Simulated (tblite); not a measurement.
Compound: C5H12N2.
Cartesian coordinates in Å at the GFN2-xTB level; atoms count from 1:
```xyz
19
C5H12N2 angstrom
C      3.463    0.070   -0.088
N      2.218    0.378    0.568
N      1.110    0.217   -0.165
C     -0.023    0.070    0.376
C     -1.264    0.024   -0.458
C     -2.091   -1.215   -0.112
C     -2.083    1.298   -0.234
H      4.269    0.618    0.401
H      3.379    0.398   -1.122
H      3.702   -1.000   -0.077
H      2.166    0.130    1.558
H     -0.152    0.003    1.465
H     -0.958   -0.023   -1.507
H     -2.409   -1.182    0.929
H     -1.505   -2.119   -0.266
H     -2.977   -1.266   -0.741
H     -2.365    1.390    0.813
H     -1.502    2.174   -0.513
H     -2.989    1.276   -0.835
```

Method: GFN2-xTB as coded in tblite; computed harmonic values from a numerical Hessian at the method's own geometry, unscaled. Against measured fundamentals such values can be off by several per cent, at times by over 20. One conformer, not necessarily the lowest.

Harmonic wavenumbers (cm⁻¹): 46.3, 124.0, 133.0, 160.9, 200.0, 221.0, 235.0, 303.6, 371.9, 432.3, 489.3, 524.1, 677.2, 884.1, 900.2, 946.9, 972.5, 984.5, 1005.0, 1098.9, 1131.0, 1138.7, 1169.5, 1193.0, 1237.0, 1275.3, 1306.3, 1333.5, 1395.2, 1400.3, 1405.8, 1414.0, 1470.2, 1485.4, 1495.8, 1497.2, 1504.1, 1508.5, 1719.9, 2850.7, 2900.9, 2961.3, 3005.1, 3020.9, 3026.1, 3027.6, 3033.3, 3036.8, 3040.5, 3043.9, 3212.4.

A = 6693, B = 1112, C = 1028 MHz; mass 100.100 u (most abundant isotopes); point group C1, symmetry number 1.

Zero-point energy?

Half the sum of the wavenumbers: 36475 cm⁻¹ = 104.29 kcal/mol.

Entropy at 500 K, 1 bar (ideal gas, RRHO, classical rotation)?

Translation 42.32, rotation 29.67, vibration 43.40: S = 115.4 cal/(mol K).

And Cp and H(500 K) − H(0)?

Cp = 51.68 cal/(mol K), of which vibrations give 43.73 (their classical limit is 51 R = 101.3); H(500 K) − H(0) = 15.18 kcal/mol without the zero-point energy, 11.21 from vibrations.

Which modes carry the vibrational entropy at 500 K?

46.3 cm⁻¹: 5.99; 124.0 cm⁻¹: 4.05; 133.0 cm⁻¹: 3.91; 160.9 cm⁻¹: 3.54; 200.0 cm⁻¹: 3.11; 221.0 cm⁻¹: 2.92 cal/(mol K); the other 45 give 19.88 together.

What must be added to the electronic energy to get the Gibbs energy at 500 K and 1 bar?

ZPE + [H(500 K) − H(0)] − T·S = 104.29 + 15.18 − 57.69 = 61.78 kcal/mol.

Blend soft modes into free rotors: weight 1/[1 + (100 cm⁻¹/ν̃)⁴] for the oscillator and the rest for a rotor with moment μB/(μ + B), μ = h/(8π²ν), B = 10⁻⁴⁴ kg m². What vibrational entropy results?

41.03 cal/(mol K) in place of 43.40, which changes −T·S at 500 K by +1.19 kcal/mol.

Hindered rotation and anharmonicity are outside this model. Other conformers, if any are populated, would add a mixing term that is left out. The structure is chiral; the term R ln 2 for an equal mix with its mirror image is left out.
